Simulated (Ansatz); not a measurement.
A single point on C4H8BN, SMILES `C=CB(C)C=N`.

```yaml
crystal:
  periodic: [false, false, false]
  atoms:
    - {symbol: C, position_ang: [0.043727, -2.112617, 0.591136]}
    - {symbol: C, position_ang: [-0.494394, -0.894220, 0.693645]}
    - {symbol: B, position_ang: [-0.054672, 0.308367, -0.177344]}
    - {symbol: C, position_ang: [1.080485, 0.249974, -1.248887]}
    - {symbol: C, position_ang: [-0.777502, 1.693612, 0.043432]}
    - {symbol: N, position_ang: [-1.191097, 2.127605, 1.168935]}
    - {symbol: H, position_ang: [0.851199, -2.319212, -0.104863]}
    - {symbol: H, position_ang: [-0.297204, -2.953714, 1.188341]}
    - {symbol: H, position_ang: [-1.308372, -0.774347, 1.409156]}
    - {symbol: H, position_ang: [1.803508, 1.057243, -1.083534]}
    - {symbol: H, position_ang: [1.627663, -0.690668, -1.319881]}
    - {symbol: H, position_ang: [0.643879, 0.463508, -2.233762]}
    - {symbol: H, position_ang: [-0.868838, 2.404760, -0.788600]}
    - {symbol: H, position_ang: [-1.071284, 1.410611, 1.891127]}
basis:
  gaussian: {orbitals: def2-TZVPP}
hamiltonian: {xc: pbe}
correlation: {method: rpa}
```

```sh
$ ansatz run in.yaml --threads 4 --pin off --events-out ev --progress --plain
```

It prints (some lines left out):

```
Functional definition: PBE
1762 factors; integrals over basis functions are off by at most 1.2e-3 eV
mean field evaluation 1: about -6417.9227 eV, gradient 9.1e1 eV
mean field evaluation 2: about -6417.9115 eV, gradient 9.1e1 eV
mean field evaluation 4: about -6434.8814 eV, gradient 3.2e1 eV
mean field evaluation 8: about -6437.1989 eV, gradient 7.2e-1 eV
mean field evaluation 16: about -6437.1996 eV, gradient 8.9e-4 eV
mean field -6437.19959260 eV, -236.5627217374 hartree, gradient 7.5e-6 eV, S^2 0.000000; 1 other end points of the search recorded, 0 dependent functions left out
6 core orbitals not correlated: weight in the atoms' cores, before any rotation towards them, 1.000 or more for the frozen orbitals, at most 0.000 for the correlated occupied ones
reference -6401.73293828 eV, -235.2593462312 hartree; 16, 16 occupied and 276, 276 virtual orbitals, 1762 factors
Total energy: -6444.87419309 eV, -236.8447581033 hartree
```

It took 6.5 s on 4 threads of a server CPU on a shared host, with 0.87 GiB of host memory at the peak.
